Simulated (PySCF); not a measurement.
# Computed records: AlB$_{2}$H$_{3}$N, B$_{3}$ClH$_{3}$, AlH$_{5}$N

All values are calculated (PySCF 2.14.0). Calculation on a computer-drawn molecule: optimised geometry and harmonic frequencies of an isolated molecule of the commonest isotopes, restricted reference for singlets and unrestricted otherwise, frozen core in MP2.

Common to all runs: multiplicity 1.

```yaml
- entry: 1
  formula: AlB2H3N
  start_structure:
    atoms_angstrom:
      - [B, -1.9798, 2.0363, 0.2087]
      - [B, -0.7336, 0.7568, -0.0468]
      - ["N", -0.5534, -0.4811, 0.3825]
      - [Al, -1.7475, -1.5989, 1.4263]
      - [H, -2.5827, 2.9029, 0.2688]
      - [H, -1.9496, -1.0635, 3.0268]
      - [H, -2.0078, -3.1424, 0.95]
  given:
    charge: 1
    method: HF
    basis: "cc-pV(D+d)Z"
    drawn_bonds_atom: [1, 2, 3, 1, 4, 4]
    drawn_bonds_other_atom: [2, 3, 4, 5, 6, 7]
    drawn_bonds_order: [1, 2, 1, 1, 1, 1]
  results:
    optimised_atom_element: [B, B, "N", Al, H, H, H]
    "optimised_atom_x [angstrom]": [-1.793, -1.706, -1.641, -1.542, -1.856, -1.451, -1.565]
    "optimised_atom_y [angstrom]": [2.381, 0.8736, -0.2539, -1.964, 3.46, -1.979, -3.108]
    "optimised_atom_z [angstrom]": [-0.1712, 0.4763, 0.9609, 1.696, -0.6346, 3.251, 0.6384]
    "modes_frequency [cm^-1]": [109.7, 115.0, 278.2, 282.6, 488.8, 583.7, 646.6, 791.7, 809.6, 810.1, 901.7, 2080, 2102, 2183, 2958]
    "modes_reduced_mass [dalton]": [3.37, 4.269, 3.752, 5.242, 8.422, 1.339, 1.181, 1.108, 1.397, 1.404, 5.904, 1.019, 1.068, 11.34, 1.11]
    "rotational_constants [GHz]": [123.6, 2.2, 2.162]
    "total_energy [hartree]": -347.1821
    "convergence_status_largest_gradient_component [hartree/bohr]": 3.739e-05
- entry: 2
  formula: B3ClH3
  start_structure:
    atoms_angstrom:
      - [B, -1.444, 0.7919, -2.0287]
      - [B, -0.9073, 2.3186, -1.943]
      - [B, -1.5992, 3.578, -1.2075]
      - [Cl, -2.2737, 4.7468, -0.4884]
      - [H, -1.128, -0.0356, -1.3625]
      - [H, -2.1494, 0.3992, -2.8789]
      - [H, 0.0469, 2.4553, -2.5965]
  given:
    charge: 1
    method: HF
    basis: "cc-pV(D+d)Z"
    drawn_bonds_atom: [1, 2, 3, 1, 1, 2]
    drawn_bonds_other_atom: [2, 3, 4, 5, 6, 7]
    drawn_bonds_order: [1, 1, 1, 1, 1, 1]
  results:
    optimised_atom_element: [B, B, B, Cl, H, H, H]
    "optimised_atom_x [angstrom]": [-1.473, -0.8542, -1.599, -2.312, -1.134, -2.233, 0.1507]
    "optimised_atom_y [angstrom]": [0.708, 2.278, 3.575, 4.794, -0.07448, 0.3828, 2.591]
    "optimised_atom_z [angstrom]": [-2.064, -2.043, -1.212, -0.4237, -1.227, -2.928, -2.608]
    "modes_frequency [cm^-1]": [122.5, 212.5, 371.1, 380.2, 463.1, 532.1, 793.6, 860.1, 962.9, 1068, 1227, 1331, 2705, 2758, 2801]
    "modes_reduced_mass [dalton]": [4.148, 1.702, 1.951, 4.453, 1.082, 5.711, 1.449, 1.69, 2.239, 1.611, 1.198, 11.36, 1.051, 1.091, 1.124]
    "rotational_constants [GHz]": [31.72, 2.132, 2.033]
    "total_energy [hartree]": -534.9910
    "convergence_status_largest_gradient_component [hartree/bohr]": 1.112e-05
- entry: 3
  formula: AlH5N
  start_structure:
    atoms_angstrom:
      - ["N", -0.4344, -2.5869, -1.654]
      - [Al, 0.3836, -2.6823, 0.0402]
      - [H, -0.771, -1.6893, -1.9549]
      - [H, 0.0642, -2.9829, -2.4311]
      - [H, 1.7904, -1.8099, 0.1397]
      - [H, 0.7399, -4.2606, 0.3421]
      - [H, -0.6722, -2.0753, 1.1472]
  given:
    charge: -1
    method: MP2
    basis: "aug-cc-pV(D+d)Z"
    drawn_bonds_atom: [1, 1, 1, 2, 2, 2]
    drawn_bonds_other_atom: [2, 3, 4, 5, 6, 7]
    drawn_bonds_order: [1, 1, 1, 1, 1, 1]
  results:
    optimised_atom_element: ["N", Al, H, H, H, H, H]
    "optimised_atom_x [angstrom]": [-0.4595, 0.3908, -0.7699, 0.07406, 1.792, 0.7426, -0.6695]
    "optimised_atom_y [angstrom]": [-2.602, -2.682, -1.676, -2.983, -1.811, -4.259, -2.073]
    "optimised_atom_z [angstrom]": [-1.656, 0.05284, -1.96, -2.441, 0.1457, 0.3415, 1.147]
    "modes_frequency [cm^-1]": [135.6, 397.9, 492.3, 578.4, 603.2, 754.3, 770.5, 812.2, 818.1, 1535, 1628, 1676, 1737, 3495, 3596]
    "modes_reduced_mass [dalton]": [1.027, 1.119, 1.056, 1.6, 2.765, 1.137, 1.086, 1.121, 1.096, 1.095, 1.047, 1.05, 1.017, 1.051, 1.089]
    "rotational_constants [GHz]": [56.73, 10.58, 10.32]
    "total_energy [hartree]": -299.6116
    "convergence_status_largest_gradient_component [hartree/bohr]": 3.192e-05
```
